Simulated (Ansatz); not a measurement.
Cost and result for the atomization energy of CH4BNS (`NB1CS1`) (8 atoms, 8 bonds).

```csv
atom,x (Å),y (Å),z (Å)
N1,-0.355,1.225,-0.806
B2,0.115,0.283,0.085
C3,0.140,-1.189,0.500
S4,1.112,0.039,1.525
H5,-0.126,2.202,-0.741
H6,-0.957,0.990,-1.576
H7,-0.692,-1.639,1.034
H8,0.763,-1.911,-0.021
```

The species carries charge 0 and has multiplicity 1. Geometry: relaxed with PBE0-D4/def2-TZVP. It is one conformer, not always the lowest. Program: Ansatz. All runs use 2 threads of an Arm Neoverse V1 on a shared host. Times are those of one run each, without the atoms' runs, and a repeat can differ threefold. Electronic energies, without spin–orbit coupling; frozen cores. CCSD(T)/CBS adds CCSD(T) − MP2 in def2-TZVPP to the MP2 limit, and its time is that of the two runs behind it. T1 = 0.013. HSE06 is the plane-wave form, built on full-range PBE exchange.

CCSD(T)/CBS is a level of theory with its own doubt, some kJ/mol a heavy atom from the limit and from the frozen cores, so smaller differences don't rank the functionals.

| level | functions | wall time |
| --- | --- | --- |
| CCSD(T)/def2-SVP | 80 | 2.3 s |
| revPBE-D4/def2-TZVPP | 191 | 2.4 s |
| BHLYP-D4/def2-TZVPP | 191 | 3.2 s |
| PBE0-D4/def2-TZVPP | 191 | 3.4 s |
| HSE06-D4/def2-TZVPP | 191 | 3.7 s |
| B2PLYP/def2-TZVPP | 191 | 6 s |
| PBE-QIDH/def2-TZVPP | 191 | 6 s |
| ωB97X-V/def2-TZVPP | 191 | 9.5 s |
| B97M-V/def2-TZVPP | 191 | 10 s |
| ωB97M-V/def2-TZVPP (with forces) | 191 | 12 s |
| MP2/def2-QZVPP | 361 | 24 s |
| CCSD(T)/def2-TZVPP | 191 | 57 s |
| CCSD(T)/CBS(def2) | – | 81 s |

(1) What atomization energy does each give, and how far from CCSD(T)/CBS? (Estimate.)

## Answers

(1) Ansatz gave: 
```tsv
level	atomization (kJ/mol)	difference from CCSD(T)/CBS	per bond
CCSD(T)/def2-SVP	2895.9	-172.7	-21.6
revPBE-D4/def2-TZVPP	3104.1	35.5	4.4
BHLYP-D4/def2-TZVPP	2991.3	-77.3	-9.7
PBE0-D4/def2-TZVPP	3122.1	53.5	6.7
HSE06-D4/def2-TZVPP	3124.8	56.2	7.0
B2PLYP/def2-TZVPP	3058.2	-10.4	-1.3
PBE-QIDH/def2-TZVPP	3079.5	10.9	1.4
ωB97X-V/def2-TZVPP	3098.6	30.0	3.8
B97M-V/def2-TZVPP	3118.8	50.2	6.3
ωB97M-V/def2-TZVPP (with forces)	3110.0	41.4	5.2
MP2/def2-QZVPP	3104.4	35.8	4.5
CCSD(T)/def2-TZVPP	2980.2	-88.4	-11.0
CCSD(T)/CBS(def2)	3068.6	0.0	0.0
```

The D4 term adds +23.4 kJ/mol with B3LYP and +12.0 kJ/mol with PBE0; it sums over pairs of atoms, weighted by their polarisabilities, and B3LYP, whose exchange is more repulsive, gets the larger term. From BLYP to BHLYP (50 % exact exchange), in def2-TZVPP and without D4, the atomization energy moves by −91.7 kJ/mol: exact exchange takes away binding that semilocal exchange gives to molecules. In def2-TZVPP, CCSD(T) changes the Hartree–Fock value by +787.5 kJ/mol (the triples alone add +56.4 kJ/mol) and MP2 by +859.8 kJ/mol; breaking electron pairs costs correlation energy, which Hartree–Fock lacks.

B3LYP here is the variant with VWN-RPA as its local correlation; programs differ in this.
